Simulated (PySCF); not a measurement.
Species: C₃H₄AlFO₂.
Cartesian coordinates in Å at the PBE0-D3(BJ)/def2-SVP level; atoms count from 1:
```
atom  x, y, z in Å
F1    -2.009   -1.755   -0.380
C2    -1.013   -0.921   -0.193
C3    -1.327    0.446   -0.177
C4    -0.319    1.383    0.023
O5     0.913    1.131    0.198
Al6    1.749   -0.530    0.229
O7     0.107   -1.440   -0.047
H8    -2.358    0.760   -0.320
H9    -0.597    2.450    0.033
H10    2.632   -0.704   -1.075
H11    2.248   -0.850    1.698
```

Computed with PBE0-D3(BJ)/def2-SVP geometry optimisation, gas phase (PySCF).

Masses are those of the commonest isotopes; rigid-rotor values at the optimised geometry. 

Question: Give the principal moments of inertia and the rotational constants in MHz.

Answer: Ia = 131.64, Ib = 256.84, Ic = 380.55 u·Å²; 505379 MHz·u·Å²/I gives A = 3839, B = 1968, C = 1328 MHz.

Question: What kind of rotor is it?

Answer: An asymmetric top: κ = (2 × 1968 − 3839 − 1328)/(3839 − 1328) = -0.49.

Question: What does the inertial defect say?

Answer: Not planar: Δ = Ic − Ia − Ib = -7.92 u·Å². For a rigid frame Δ = −2 Σ m c², so Σ m c² = 3.96 u·Å² lies off the ab plane, practically all of it from hydrogen. The atom farthest from that plane is 1.41 Å away.

Question: Give the other two planar moments, Paa and Pbb, and the rms extents of the mass along the axes.

Answer: Paa = Σ m a² = (Ib + Ic − Ia)/2 = 252.87 and Pbb = Σ m b² = (Ia + Ic − Ib)/2 = 127.68 u·Å². With the mass M = 118.00 u, the rms extents √(P/M) along a, b and c are 1.46, 1.04, 0.18 Å.

Question: List the rotational levels J(Ka,Kc) to J = 5 (MHz).

Answer: Above 0(0,0):
J = 1: 1(0,1) 3296, 1(1,1) 5167, 1(1,0) 5807
J = 2: 2(0,2) 9749, 2(1,2) 11119, 2(1,1) 13038, 2(2,1) 18652, 2(2,0) 18790
J = 3: 3(0,3) 19123, 3(1,3) 19968, 3(1,2) 23787, 3(2,2) 28539, 3(2,1) 29191, 3(3,1) 39574, 3(3,0) 39593
J = 4: 4(0,4) 31195, 4(1,4) 31644, 4(1,3) 37911, 4(2,3) 41614, 4(2,2) 43374, 4(3,2) 52985, 4(3,1) 53115, 4(4,1) 68126, 4(4,0) 68128
J = 5: 5(0,5) 45869, 5(1,5) 46082, 5(1,4) 55186, 5(2,4) 57787, 5(2,3) 61335, 5(3,3) 69773, 5(3,2) 70264, 5(4,2) 84910, 5(4,1) 84929, 5(5,1) 104349, 5(5,0) 104349
The levels of one J sum to (2J + 1)J(J + 1)(A + B + C)/3.

Question: Which types of transition are allowed, and where do some lines up to J = 3 fall?

Answer: The dipole components are |μa| = 1.78 D, |μb| = 3.01 D, |μc| = 0.00 D; the mirror of this Cs structure is the ab plane, so μc vanishes by symmetry and there are no c-type lines. The squared components, which scale the intensities, stand as 0.35 : 1.00 (a : b). Some lines, for components of 0.1 D or more:

```csv
type,branch,"J(Ka,Kc)",MHz,lower level (cm⁻¹)
a,Q,"1(1,0) ← 1(1,1)",640,0.172
a,Q,"3(2,1) ← 3(2,2)",652,0.952
a,Q,"2(1,1) ← 2(1,2)",1919,0.371
b,Q,"1(1,0) ← 1(0,1)",2511,0.110
b,Q,"2(1,1) ← 2(0,2)",3289,0.325
a,Q,"3(1,2) ← 3(1,3)",3819,0.666
b,R,"3(1,2) ← 2(2,1)",5135,0.622
b,Q,"3(2,1) ← 3(1,2)",5404,0.793
b,Q,"2(2,0) ← 2(1,1)",5752,0.435
a,R,"2(1,2) ← 1(1,1)",5952,0.172
a,R,"2(0,2) ← 1(0,1)",6454,0.110
a,R,"2(1,1) ← 1(1,0)",7231,0.194
b,Q,"2(2,1) ← 2(1,2)",7533,0.371
b,R,"2(1,2) ← 1(0,1)",7823,0.110
a,R,"3(0,3) ← 2(0,2)",9373,0.325
b,R,"3(1,3) ← 2(0,2)",10219,0.325
a,R,"3(2,1) ← 2(2,0)",10401,0.627
b,Q,"3(3,0) ← 3(2,1)",10402,0.974
a,R,"3(1,2) ← 2(1,1)",10749,0.435
b,Q,"3(3,1) ← 3(2,2)",11035,0.952
b,R,"2(2,1) ← 1(1,0)",12845,0.194
b,R,"2(2,0) ← 1(1,1)",13623,0.172
b,R,"3(2,2) ← 2(1,1)",15501,0.435
b,R,"3(2,1) ← 2(1,2)",18072,0.371
b,R,"3(3,1) ← 2(2,0)",20784,0.627
b,R,"3(3,0) ← 2(2,1)",20941,0.622
```

Question: Estimate the classical rotational partition function at 100 K, 200 K and 298.15 K.

Answer: Point group Cs, symmetry number σ = 1; q = (√π/σ)·√((kT/h)³/(ABC)), k/h = 20836.6 MHz/K: 53200 at 100 K, 151000 at 200 K, 274000 at 298.15 K.

Whether it is a minimum is left open (no frequencies). These are rigid-rotor constants of the computed structure; measured ground-state constants (B0) also hold zero-point vibration. Quadrupole hyperfine structure (27Al) is left out.

The run took 50 s wall on Arm Neoverse V1, one thread (shared host), and the process peaked at 0.52 GiB of memory. This is the geometry optimisation.
